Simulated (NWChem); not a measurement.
A series in which one site is exchanged, each optimised at PBE0/def2-SVP with NWChem, gas phase unless a solvent is named. All stand in one matching conformer (torsions within 35°), which need not be the lowest. Some are not confirmed as minima by frequencies. def2 effective core potentials on Zr, Sn; no spin-orbit coupling.

A: O[Si](Cl)(Cl)O (SiH2O2Cl2; site = Si)
B: [Cl][Sn]([OH])([Cl])[OH] (SnH$_{2}$O$_{2}$Cl$_{2}$; site = Sn)
C: [OH][Ti]([OH])([Cl])[Cl] (TiH2O2Cl2; site = Ti)
D: [OH][Zr]([OH])([Cl])[Cl] (ZrH2O2Cl2; site = Zr)

Problem. Rank them by orbital gap (eV), PBE0/def2-SVP, lowest first.

Solution. C (6.13), B (6.69), D (7.73), A (9.76)
